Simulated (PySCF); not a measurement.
**Atomic charges against the basis set**

Compound: C₂H₃B₂F₂N.
Structure used (PBE0-D3(BJ)/def2-SVP), in Å, numbered top down from 1:
```
atom  x, y, z in Å
N1     2.146    0.226    0.553
B2     1.073   -0.650    0.456
C3    -0.362   -0.125    0.321
C4    -1.516    0.274    0.225
B5    -2.951    0.770    0.135
F6    -3.539    0.993   -1.024
F7    -3.655    1.000    1.224
H8     3.100   -0.094    0.648
H9     2.045    1.233    0.542
H10    1.272   -1.841    0.480
```

PBE0 throughout (PySCF), one geometry, spherical d and f functions. Isolated species at its PBE0-D3(BJ)/def2-SVP geometry, gas phase. Atoms taken as equivalent share a column and are averaged. The first 7 of 8 kinds of atom are listed.

Mulliken charges (e):

```csv
basis,functions,N1,B2,C3,C4,B5,F6/F7,H8/H9
STO-3G,38,-0.445,+0.226,-0.133,-0.173,+0.362,-0.114,+0.219
6-31G,69,-0.822,+0.384,-0.107,-0.242,+0.674,-0.283,+0.345
pcSseg-0,69,-0.810,+0.508,-0.294,-0.455,+0.949,-0.305,+0.336
6-31G*,104,-0.756,+0.152,-0.025,-0.148,+0.545,-0.244,+0.361
cc-pVDZ,113,+0.002,-0.068,-0.048,-0.112,+0.196,-0.082,+0.110
def2-SVP,113,-0.093,-0.089,+0.026,-0.107,+0.174,-0.092,+0.146
aug-cc-pVDZ,188,-0.005,-0.515,+0.087,+0.238,+0.650,-0.410,-0.005
"6-311+G(2d,p)",207,-0.626,+0.258,-0.281,-0.139,+0.995,-0.369,+0.260
def2-TZVP,235,-0.434,+0.086,-0.096,-0.188,+0.556,-0.226,+0.253
cc-pVTZ,252,-0.205,+0.014,-0.025,-0.093,+0.353,-0.185,+0.166
IGLO-III,275,-0.484,+0.346,-0.163,-0.176,+0.767,-0.331,+0.219
```

IAO charges (e):

```csv
basis,functions,N1,B2,C3,C4,B5,F6/F7,H8/H9
STO-3G,38,-0.436,+0.109,-0.110,-0.177,+0.446,-0.155,+0.235
6-31G,69,-0.517,+0.096,-0.065,-0.194,+0.679,-0.294,+0.283
pcSseg-0,69,-0.475,+0.070,-0.060,-0.191,+0.652,-0.281,+0.274
6-31G*,104,-0.516,+0.111,-0.078,-0.201,+0.725,-0.305,+0.278
cc-pVDZ,113,-0.503,+0.089,-0.073,-0.198,+0.708,-0.300,+0.280
def2-SVP,113,-0.493,+0.088,-0.068,-0.198,+0.704,-0.299,+0.276
aug-cc-pVDZ,188,-0.529,+0.097,-0.072,-0.198,+0.722,-0.308,+0.288
"6-311+G(2d,p)",207,-0.532,+0.101,-0.072,-0.200,+0.728,-0.311,+0.289
def2-TZVP,235,-0.532,+0.102,-0.073,-0.201,+0.736,-0.313,+0.288
cc-pVTZ,252,-0.529,+0.101,-0.074,-0.202,+0.734,-0.312,+0.288
IGLO-III,275,-0.534,+0.102,-0.073,-0.201,+0.734,-0.313,+0.289
```

Hirshfeld charges (e):

| basis | functions | N1 | B2 | C3 | C4 | B5 | F6/F7 | H8/H9 |
| --- | --- | --- | --- | --- | --- | --- | --- | --- |
| STO-3G | 38 | -0.163 | +0.132 | -0.110 | -0.148 | +0.225 | -0.056 | +0.124 |
| 6-31G | 69 | -0.198 | +0.129 | -0.071 | -0.132 | +0.297 | -0.128 | +0.141 |
| pcSseg-0 | 69 | -0.195 | +0.127 | -0.071 | -0.132 | +0.301 | -0.129 | +0.142 |
| 6-31G* | 104 | -0.201 | +0.125 | -0.078 | -0.128 | +0.298 | -0.123 | +0.141 |
| cc-pVDZ | 113 | -0.202 | +0.128 | -0.077 | -0.130 | +0.288 | -0.118 | +0.143 |
| def2-SVP | 113 | -0.206 | +0.130 | -0.076 | -0.130 | +0.300 | -0.125 | +0.144 |
| aug-cc-pVDZ | 188 | -0.222 | +0.143 | -0.078 | -0.129 | +0.318 | -0.134 | +0.141 |
| 6-311+G(2d,p) | 207 | -0.220 | +0.145 | -0.079 | -0.130 | +0.329 | -0.140 | +0.141 |
| def2-TZVP | 235 | -0.221 | +0.142 | -0.078 | -0.128 | +0.322 | -0.136 | +0.142 |
| cc-pVTZ | 252 | -0.220 | +0.140 | -0.077 | -0.128 | +0.317 | -0.133 | +0.143 |
| IGLO-III | 275 | -0.224 | +0.144 | -0.078 | -0.129 | +0.326 | -0.137 | +0.142 |

Some averages cover members that differ in this geometry, most widely: H8/H9, Mulliken in aug-cc-pVDZ -0.062 to +0.052 e.

Task: Which scheme is steadiest as the basis changes?

Result: Largest range over the bases for any column: Hirshfeld 0.10 e, IAO 0.29 e, Mulliken 1.02 e. Hirshfeld charges move least and Mulliken charges most, counted in e. Without the minimal STO-3G basis the ranges are Hirshfeld 0.04, IAO 0.08, Mulliken 1.02 e.

Task: How much do the charges still move between the two largest bases, cc-pVTZ and IGLO-III?

Result: At most, over all atoms: Mulliken 0.414 e, IAO 0.005 e, Hirshfeld 0.009 e.

Task: What do the same runs give for the total energy, the frontier levels and the dipole moment?

Result: 
```json
{"basis": "STO-3G", "energy (Eh)": "-376.7275", "HOMO (eV)": "-5.52", "LUMO (eV)": "2.42", "μ (D)": "2.47"}
{"basis": "6-31G", "energy (Eh)": "-381.7725", "HOMO (eV)": "-8.11", "LUMO (eV)": "-1.14", "μ (D)": "4.07"}
{"basis": "pcSseg-0", "energy (Eh)": "-381.0285", "HOMO (eV)": "-8.40", "LUMO (eV)": "-1.30", "μ (D)": "4.03"}
{"basis": "6-31G*", "energy (Eh)": "-381.8535", "HOMO (eV)": "-7.89", "LUMO (eV)": "-0.89", "μ (D)": "3.51"}
{"basis": "cc-pVDZ", "energy (Eh)": "-381.8841", "HOMO (eV)": "-8.06", "LUMO (eV)": "-1.09", "μ (D)": "3.63"}
{"basis": "def2-SVP", "energy (Eh)": "-381.5819", "HOMO (eV)": "-8.15", "LUMO (eV)": "-1.16", "μ (D)": "3.69"}
{"basis": "aug-cc-pVDZ", "energy (Eh)": "-381.9088", "HOMO (eV)": "-8.27", "LUMO (eV)": "-1.39", "μ (D)": "3.52"}
{"basis": "6-311+G(2d,p)", "energy (Eh)": "-381.9887", "HOMO (eV)": "-8.30", "LUMO (eV)": "-1.41", "μ (D)": "3.59"}
{"basis": "def2-TZVP", "energy (Eh)": "-382.0249", "HOMO (eV)": "-8.27", "LUMO (eV)": "-1.32", "μ (D)": "3.55"}
{"basis": "cc-pVTZ", "energy (Eh)": "-382.0094", "HOMO (eV)": "-8.23", "LUMO (eV)": "-1.27", "μ (D)": "3.55"}
{"basis": "IGLO-III", "energy (Eh)": "-382.0327", "HOMO (eV)": "-8.28", "LUMO (eV)": "-1.37", "μ (D)": "3.53"}
```

The dipole is fixed by the density alone, so its range of 1.60 D shows that the density itself changes with the basis, not only its division among atoms.
